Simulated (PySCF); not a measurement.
# Radial density of V²⁺ (vanadium, charge +2)

B3LYP, [Ar] 3d3, high-spin 4F determinant. All numbers are calculated (PySCF 2.14, the non-relativistic Hamiltonian (point nucleus), in aug-cc-pVDZ).

```json
{"r (bohr)": "0.00118", "4πr²ρ (e/bohr)": "0.1360", "4πr²(ρα − ρβ)": "0.0000"}
{"r (bohr)": "0.00199", "4πr²ρ (e/bohr)": "0.3707", "4πr²(ρα − ρβ)": "0.0000"}
{"r (bohr)": "0.00335", "4πr²ρ (e/bohr)": "0.9856", "4πr²(ρα − ρβ)": "0.0000"}
{"r (bohr)": "0.00563", "4πr²ρ (e/bohr)": "2.511", "4πr²(ρα − ρβ)": "0.0000"}
{"r (bohr)": "0.00947", "4πr²ρ (e/bohr)": "5.956", "4πr²(ρα − ρβ)": "0.0001"}
{"r (bohr)": "0.0159", "4πr²ρ (e/bohr)": "12.54", "4πr²(ρα − ρβ)": "0.0001"}
{"r (bohr)": "0.0268", "4πr²ρ (e/bohr)": "21.66", "4πr²(ρα − ρβ)": "0.0002"}
{"r (bohr)": "0.0450", "4πr²ρ (e/bohr)": "27.28", "4πr²(ρα − ρβ)": "0.0003"}
{"r (bohr)": "0.0758", "4πr²ρ (e/bohr)": "23.12", "4πr²(ρα − ρβ)": "0.0017"}
{"r (bohr)": "0.127", "4πr²ρ (e/bohr)": "21.91", "4πr²(ρα − ρβ)": "0.0166"}
{"r (bohr)": "0.214", "4πr²ρ (e/bohr)": "29.66", "4πr²(ρα − ρβ)": "0.1255"}
{"r (bohr)": "0.361", "4πr²ρ (e/bohr)": "16.89", "4πr²(ρα − ρβ)": "0.6406"}
{"r (bohr)": "0.607", "4πr²ρ (e/bohr)": "9.586", "4πr²(ρα − ρβ)": "1.7762"}
{"r (bohr)": "1.02", "4πr²ρ (e/bohr)": "10.41", "4πr²(ρα − ρβ)": "2.1703"}
{"r (bohr)": "1.72", "4πr²ρ (e/bohr)": "2.520", "4πr²(ρα − ρβ)": "1.0221"}
{"r (bohr)": "2.89", "4πr²ρ (e/bohr)": "0.1835", "4πr²(ρα − ρβ)": "0.1532"}
{"r (bohr)": "4.85", "4πr²ρ (e/bohr)": "0.003176", "4πr²(ρα − ρβ)": "0.0032"}
{"r (bohr)": "8.17", "4πr²ρ (e/bohr)": "4.082e-05", "4πr²(ρα − ρβ)": "0.0000"}
```
